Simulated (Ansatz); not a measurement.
C2H6OSi can be A, `CC1O[SiH2]1`, or B, `O/C=C/[SiH3]`.

Computed with Ansatz on PBE0-D4/def2-TZVP structures; ΔE is electronic, products minus reactants. CCSD(T)/CBS adds triple-zeta CCSD(T) − MP2 to the extrapolated MP2 energy (def2 sets, frozen cores). DFT in def2-TZVPP. Each species was taken in one conformer, which may not be the lowest.

(1) Which is lower in electronic energy at CCSD(T)/CBS, and by how much? (An estimate is asked.)

(2) Give E(B) − E(A) in kJ/mol with r2SCAN-D4, PBE-D4, HF/def2-TZVPP, PBE0-D4, CCSD(T)/def2-SVP, LDA (SPW92), BLYP-D4. (Best estimate.)

(3) Does the order hold for the free energy at 298.15 K (harmonic terms from PBE0-D4)? (An estimate is asked.)

Largest T1 diagnostic: 0.013.

## Answers

(1) The calculation gave: A, by 16.4 kJ/mol.

(2) Ansatz gave: r2SCAN-D4 18.5, PBE-D4 16.7, HF/def2-TZVPP -10.2, PBE0-D4 16.5, CCSD(T)/def2-SVP -4.3, LDA (SPW92) 22.8, BLYP-D4 6.8. The order is the other way round with HF/def2-TZVPP, CCSD(T)/def2-SVP.

(3) Computed: Yes: G(B) − G(A) = +7.3 kJ/mol, for one conformer each.

In def2-TZVPP, CCSD(T) changes the Hartree–Fock value by +24.0 kJ/mol (the triples alone add +1.0 kJ/mol) and MP2 by +32.6 kJ/mol. Leaving LDA and LC-ωPBE aside and taking each functional with its dispersion term where it has one, the values, not all of them listed here, spread over 13.8 kJ/mol, from BHLYP-D4 to PBE-QIDH. LDA lies +6.6 kJ/mol from PBE without D4.
